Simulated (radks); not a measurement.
Results of a calculation; reference values are marked as such.
The mean radii <r> (bohr) of the occupied orbitals of an atom or ion are listed with their occupations. Code: a radial shooting solver on a logarithmic mesh with Libxc functionals. Model: Dirac Kohn-Sham, PW91, spin-unpolarised, spherical densities, finite nucleus; Fermi nuclear charge, rms radius of each element as measured or else 0.836 A^(1/3) + 0.57 fm.

orbital  occ.      <r>
1s1/2       2  0.01631
2s1/2       2  0.06715
2p1/2       2  0.05505
2p3/2       4  0.06350
3s1/2       2   0.1624

Name the element and its charge. Open shells, if any, fill j = l - 1/2 first.

Answer. Z = 81, thallium, charge +69: Tl69+ in [Ne] 3s2. The 1s radius gives Z: for a bare nucleus <r> = (2 gamma + 1)/(2Z) with gamma = sqrt(1 - (Z/c)^2), 0.01613 bohr for Z = 81, and screening makes it slightly larger (0.01631 here). The occupations add up to 12, and the charge is Z minus that.
